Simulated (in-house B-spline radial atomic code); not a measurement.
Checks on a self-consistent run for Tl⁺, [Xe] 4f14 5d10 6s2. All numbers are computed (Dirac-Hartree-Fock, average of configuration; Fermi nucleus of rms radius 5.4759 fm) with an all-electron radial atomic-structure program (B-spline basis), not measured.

```tsv
orbital	q	ε (Eh)	<1/r>	<r²>	small-component weight
1s1/2	2	-3164.44491	99.3523	0.000368939	0.095158
2s1/2	2	-569.11066	24.5327	0.0055447	0.021925
2p1/2	2	-545.21649	24.4438	0.00392187	0.02197
2p3/2	4	-469.18387	19.6774	0.00510186	0.019406
3s1/2	2	-138.63013	9.01283	0.0358672	0.0073776
3p1/2	2	-127.91898	8.91057	0.0327215	0.0073072
3p3/2	4	-110.79468	7.67144	0.0390313	0.0065743
3d3/2	4	-93.35052	7.55113	0.0299257	0.0064302
3d5/2	6	-89.72671	7.27244	0.0316417	0.0062311
4s1/2	2	-32.55942	3.80345	0.17295	0.0024981
4p1/2	2	-27.91069	3.69148	0.176187	0.0024022
4p3/2	4	-23.69395	3.28182	0.206332	0.0021438
4d3/2	4	-16.11031	3.07883	0.215959	0.0019376
4d5/2	6	-15.31328	2.98171	0.226717	0.0018646
5s1/2	2	-5.88608	1.53569	0.886565	0.00062293
5p1/2	2	-4.25159	1.41328	1.03059	0.00054166
5p3/2	4	-3.48442	1.26574	1.23286	0.00046134
4f5/2	6	-5.45748	2.62807	0.256147	0.0014944
4f7/2	8	-5.28150	2.59087	0.263053	0.0014645
5d3/2	4	-1.16120	0.982287	2.07139	0.00028943
5d5/2	6	-1.07330	0.940702	2.24661	0.00026724
6s1/2	2	-0.68952	0.516711	6.93268	8.3296e-05
```

Electron-electron repulsion V_ee = 7458.6317 hartree.

(1) What total energy follows from the eigenvalues?

(2) Does the Dirac virial theorem hold?

(3) What diamagnetic shielding (Lamb formula) and susceptibility (Langevin formula) do the radii give?

Answers

(1) The eigenvalues count the repulsion twice, so E = Σqε - V_ee = -12816.029 - 7458.632 = -20274.661 hartree; the run printed -20274.661.

(2) For a point nucleus E = -2c²Σq·w, with w the small-component weight. Here Σq·w = 0.5396 and c = 137.0360, so the ratio E/(-2c²Σq·w) is 1.000417; the finite nucleus accounts for the departure from 1.

(3) σ = (α²/3)Σq<1/r> = 632.125/(3·137.036²) = 11221 ppm, and χ = -0.79199×10⁻⁶·Σq<r²> = -41.52×10⁻⁶ cm³/mol with Σq<r²> = 52.428 bohr². Both are non-relativistic formulas without the paramagnetism of open shells; for so heavy an element the full relativistic shielding is larger by tens of per cent.
